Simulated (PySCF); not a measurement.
Atomic charges against the basis set

C₃H₁₀BN.
Numbering: `[CH2:1]=[CH:2][BH2-:3][NH2+:4][CH3:5]` (hydrogens: H6, H7 on C1; H8 on C2; H9, H10 on B3; H11, H12 on N4; H13, H14, H15 on C5)

Cartesian coordinates in Å at the PBE0-D3(BJ)/def2-SVP level; atoms count from 1:
```
atom  x, y, z in Å
C1     2.119   -0.993    0.019
C2     1.765    0.226   -0.414
B3     0.309    0.846   -0.572
N4    -0.766   -0.271   -0.105
C5    -2.167    0.150   -0.163
H6     3.163   -1.319    0.091
H7     1.388   -1.754    0.329
H8     2.595    0.891   -0.695
H9     0.118    1.816    0.161
H10    0.019    1.117   -1.736
H11   -0.615   -1.099   -0.685
H12   -0.514   -0.555    0.845
H13   -2.848   -0.649    0.165
H14   -2.404    0.439   -1.195
H15   -2.295    1.034    0.474
```

PBE0 throughout (PySCF), one geometry, spherical d and f functions. Geometry: PBE0-D3(BJ)/def2-SVP, one conformer, isolated molecule. The first 7 of 11 kinds of atom are listed.

Mulliken charges (e):

```
        basis  functions      C1      C2      B3      N4      C5      H6      H7
       STO-3G         35  -0.214  -0.169  +0.048  -0.326  -0.148  +0.056  +0.024
        6-31G         65  -0.416  -0.199  +0.158  -0.765  -0.341  +0.142  +0.082
     pcSseg-0         65  -0.473  -0.511  +0.160  -0.837  -0.445  +0.203  +0.147
       6-31G*         90  -0.447  -0.153  +0.019  -0.694  -0.392  +0.154  +0.096
      cc-pVDZ        120  -0.154  -0.040  -0.136  -0.006  -0.018  +0.030  -0.016
     def2-SVP        120  -0.184  -0.048  -0.143  -0.118  +0.017  +0.039  -0.011
     pcSseg-1        135  -0.280  -0.335  +0.102  -0.423  -0.131  +0.110  +0.059
6-311+G(2d,p)        195  -0.336  -0.141  +0.047  -0.530  -0.391  +0.108  +0.065
  aug-cc-pVDZ        205  +0.629  +0.684  -1.277  -0.203  +0.820  -0.452  -0.516
    def2-TZVP        215  -0.331  -0.142  -0.215  -0.246  -0.299  +0.115  +0.070
     IGLO-III        275  -0.287  -0.171  +0.093  -0.427  -0.285  +0.095  +0.036
      cc-pVTZ        290  -0.349  -0.130  -0.201  +0.040  -0.215  +0.111  +0.061
     pcSseg-2        320  -0.145  -0.230  +0.228  -0.246  +0.057  +0.049  -0.011
```

IAO charges (e):

```tsv
basis	functions	C1	C2	B3	N4	C5	H6	H7
STO-3G	35	-0.311	-0.233	-0.186	-0.234	-0.301	+0.115	+0.083
6-31G	65	-0.368	-0.213	-0.225	-0.281	-0.334	+0.139	+0.094
pcSseg-0	65	-0.353	-0.212	-0.238	-0.275	-0.314	+0.133	+0.090
6-31G*	90	-0.352	-0.214	-0.212	-0.270	-0.309	+0.133	+0.089
cc-pVDZ	120	-0.357	-0.213	-0.231	-0.265	-0.307	+0.135	+0.091
def2-SVP	120	-0.349	-0.208	-0.228	-0.258	-0.297	+0.130	+0.087
pcSseg-1	135	-0.360	-0.215	-0.227	-0.267	-0.304	+0.136	+0.093
6-311+G(2d,p)	195	-0.371	-0.221	-0.229	-0.278	-0.319	+0.141	+0.098
aug-cc-pVDZ	205	-0.372	-0.219	-0.230	-0.274	-0.317	+0.141	+0.098
def2-TZVP	215	-0.370	-0.220	-0.227	-0.279	-0.318	+0.140	+0.097
IGLO-III	275	-0.372	-0.221	-0.228	-0.280	-0.320	+0.141	+0.098
cc-pVTZ	290	-0.369	-0.220	-0.228	-0.279	-0.319	+0.140	+0.097
pcSseg-2	320	-0.371	-0.220	-0.226	-0.280	-0.318	+0.141	+0.097
```

Hirshfeld charges (e):

```csv
basis,functions,C1,C2,B3,N4,C5,H6,H7
STO-3G,35,-0.121,-0.095,-0.041,+0.037,+0.043,+0.009,-0.007
6-31G,65,-0.151,-0.106,-0.052,-0.008,-0.024,+0.029,+0.010
pcSseg-0,65,-0.144,-0.107,-0.057,+0.004,-0.023,+0.028,+0.010
6-31G*,90,-0.149,-0.108,-0.053,-0.012,-0.025,+0.030,+0.011
cc-pVDZ,120,-0.145,-0.111,-0.050,-0.019,-0.032,+0.029,+0.010
def2-SVP,120,-0.147,-0.112,-0.054,-0.019,-0.034,+0.029,+0.011
pcSseg-1,135,-0.147,-0.114,-0.041,-0.035,-0.035,+0.030,+0.013
"6-311+G(2d,p)",195,-0.148,-0.120,-0.037,-0.051,-0.036,+0.032,+0.015
aug-cc-pVDZ,205,-0.149,-0.117,-0.039,-0.054,-0.044,+0.033,+0.016
def2-TZVP,215,-0.149,-0.116,-0.042,-0.047,-0.040,+0.032,+0.015
IGLO-III,275,-0.149,-0.116,-0.041,-0.054,-0.044,+0.032,+0.015
cc-pVTZ,290,-0.148,-0.114,-0.043,-0.044,-0.041,+0.032,+0.014
pcSseg-2,320,-0.149,-0.116,-0.041,-0.054,-0.045,+0.032,+0.016
```

Task: Which scheme is steadiest as the basis changes?

Result: Largest range over the bases for any column: IAO 0.06 e, Hirshfeld 0.09 e, Mulliken 1.51 e. IAO charges move least and Mulliken charges most, counted in e. Without the minimal STO-3G basis the ranges are IAO 0.04, Hirshfeld 0.06, Mulliken 1.51 e.

Task: How much do the charges still move between the two largest bases, cc-pVTZ and pcSseg-2?

Result: At most, over all atoms: Mulliken 0.429 e, IAO 0.002 e, Hirshfeld 0.010 e.

Task: What do the same runs give for the total energy, the frontier levels and the dipole moment?

Result: 
```json
{"basis": "STO-3G", "energy (Eh)": "-197.2376", "HOMO (eV)": "-4.14", "LUMO (eV)": "4.99", "μ (D)": "5.54"}
{"basis": "6-31G", "energy (Eh)": "-199.6157", "HOMO (eV)": "-6.21", "LUMO (eV)": "1.39", "μ (D)": "4.97"}
{"basis": "pcSseg-0", "energy (Eh)": "-199.2252", "HOMO (eV)": "-6.45", "LUMO (eV)": "1.04", "μ (D)": "5.22"}
{"basis": "6-31G*", "energy (Eh)": "-199.6596", "HOMO (eV)": "-6.20", "LUMO (eV)": "1.46", "μ (D)": "4.87"}
{"basis": "cc-pVDZ", "energy (Eh)": "-199.6780", "HOMO (eV)": "-6.36", "LUMO (eV)": "0.87", "μ (D)": "4.88"}
{"basis": "def2-SVP", "energy (Eh)": "-199.5259", "HOMO (eV)": "-6.41", "LUMO (eV)": "0.86", "μ (D)": "4.94"}
{"basis": "pcSseg-1", "energy (Eh)": "-199.6445", "HOMO (eV)": "-6.50", "LUMO (eV)": "0.47", "μ (D)": "4.97"}
{"basis": "6-311+G(2d,p)", "energy (Eh)": "-199.7281", "HOMO (eV)": "-6.55", "LUMO (eV)": "-0.43", "μ (D)": "4.78"}
{"basis": "aug-cc-pVDZ", "energy (Eh)": "-199.6916", "HOMO (eV)": "-6.54", "LUMO (eV)": "-0.58", "μ (D)": "4.73"}
{"basis": "def2-TZVP", "energy (Eh)": "-199.7418", "HOMO (eV)": "-6.54", "LUMO (eV)": "0.27", "μ (D)": "4.78"}
{"basis": "IGLO-III", "energy (Eh)": "-199.7503", "HOMO (eV)": "-6.55", "LUMO (eV)": "-0.07", "μ (D)": "4.76"}
{"basis": "cc-pVTZ", "energy (Eh)": "-199.7399", "HOMO (eV)": "-6.52", "LUMO (eV)": "0.31", "μ (D)": "4.77"}
{"basis": "pcSseg-2", "energy (Eh)": "-199.7454", "HOMO (eV)": "-6.56", "LUMO (eV)": "-0.15", "μ (D)": "4.79"}
```

The dipole is fixed by the density alone, so its range of 0.81 D shows that the density itself changes with the basis, not only its division among atoms.
